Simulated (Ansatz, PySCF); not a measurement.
Process, species as SMILES: FC(F)(F)C(F)(F)C(F)(F)F [1,1,1,2,2,3,3,3-octafluoropropane] + 10 [H][H] (H2) -> 3 C (CH4) + 8 F (HF)
Geometries: B3LYP-D3(BJ)/def2-TZVP minima from Ansatz (a first-principles code), one conformer each, not searched for the lowest. Frequencies are from Ansatz or PySCF.

Property: energy of full hydrogenation (enthalpy at 298 K, with B3LYP-D3(BJ) rigid-rotor harmonic-oscillator terms), in eV. Cores are frozen in the correlated levels unless marked. No spin-orbit coupling. No relativistic terms. Basis-set limits of correlation are two-point, X^-3; Hartree-Fock from the larger set. [CCSD(T)-MP2]/basis is that difference in the basis named.

```csv
level,program,energy of full hydrogenation (eV)
SVWN5/def2-TZVPD,Ansatz,-5.42
r2SCAN-D3(BJ)/def2-TZVPD,Ansatz + dftd3,___
B3LYP/def2-TZVPD,Ansatz,___
PBE0/def2-TZVP,Ansatz,___
CCSD/cc-pVDZ,Ansatz,-5.80
"RI-MP2/CBS(aug-cc-pVTZ,aug-cc-pVQZ)+[CCSD(T)-MP2]/aug-cc-pVTZ",Ansatz,-6.77
```

Question: Fill in the missing entries.

Answer: 
- r2SCAN-D3(BJ)/def2-TZVPD, energy of full hydrogenation (eV): -5.47
- B3LYP/def2-TZVPD, energy of full hydrogenation (eV): -6.51
- PBE0/def2-TZVP, energy of full hydrogenation (eV): -6.03
